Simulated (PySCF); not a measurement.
The group X on HS-X is varied. Gas-phase values, no solvent. One relaxed conformer stands for each flexible species; it need not be the lowest. Strings in code marks are SMILES.

Quantity: vertical ionisation energy (energy after one electron is removed minus that of the parent at the parent's geometry), in eV.

Case: `N#CCS`. Geometry of `N#CCS` (neutral, multiplicity 1, Å):

```xyz
7

N      2.1254     0.8467     0.1807
C      1.1555     0.2289     0.1678
C     -0.0791    -0.5371     0.1767
S     -1.5469     0.4504    -0.3048
H     -0.0159    -1.3424    -0.5553
H     -0.2277    -0.9870     1.1574
H     -1.4535     1.3401     0.6970
```

Q: What is the computed vertical ionisation energy (energy after one electron is removed minus that of the parent at the parent's geometry) (minus the HOMO energy of B3LYP/6-31G* // B3LYP-D3(BJ)/def2-TZVP (PySCF))?

A: 7.30 eV.
